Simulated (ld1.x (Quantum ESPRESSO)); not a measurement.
**Ta (Z = 73), ultrasoft: configuration errors across variants**

Ta (Z = 73), ultrasoft, made with ld1.x (Quantum ESPRESSO) 7.5 (PBE, fully relativistic). Core [Kr] 4d10 4f14, reference 5s2 5p6 5d3 6s1 6p1. Waves: 5s (bound): rcut 1.40, rcutus 1.70 bohr; 6s (bound): rcut 1.40, rcutus 1.70 bohr; 5p (bound): rcut 1.90, rcutus 2.45 bohr; 6p (bound): rcut 1.90, rcutus 2.45 bohr; 5d (bound): rcut 1.90, rcutus 2.15 bohr; 5d channel at 3.5 Ry: rcut 1.90, rcutus 2.15 bohr. Local part: all-electron potential smoothed inside 2.35 bohr (lloc = -2). Core correction: none. Augmentation charge: PSQ, inside the norm-conserving radii.

Open shells are filled in proportion to 2j + 1 (rel_dist='average').

All-electron excitation energies from the reference (eV): (1) 5s2 5p6 5d3 6s2 6p0 -4.146; (2) 5s2 5p6 5d3 6s1 6p0 4.326; (3) 5s2 5p6 5d3 6s0 6p0 19.299; (4) 5s2 5p6 5d3 6s1.5 6p0 -0.682; (5) 5s2 5p6 5d4 6s0 6p0 5.759; (6) 5s2 5p6 5d2 6s0 6p0 42.892.

4 further variants failed, have other tests or too few solved ones, and are left out.

Errors AE − PS in meV (a dash: test not solved or not reliable):

```tsv
change	(1)	(2)	(3)	(4)	(5)	(6)	bound ghosts
base	+0.7	+3.5	+58	-0.9	+46	+65	none
core correction a·sin(br)/r model core inside 0.80 bohr	-2.4	-8.8	-28	-4.6	-28	-45	none
waves 5s (bound): rcut 0.98, rcutus 1.04 bohr; 6s (bound): rcut 0.98, rcutus 1.04 bohr	-4.9	-4.6	+8.1	-5.3	-0.9	+18	none
```

Give the same row for: local potential all-electron potential smoothed inside 1.80 bohr (lloc = -2).

+0.7, +3.5, +59, -1.0, +46, +70; bound ghosts: none.
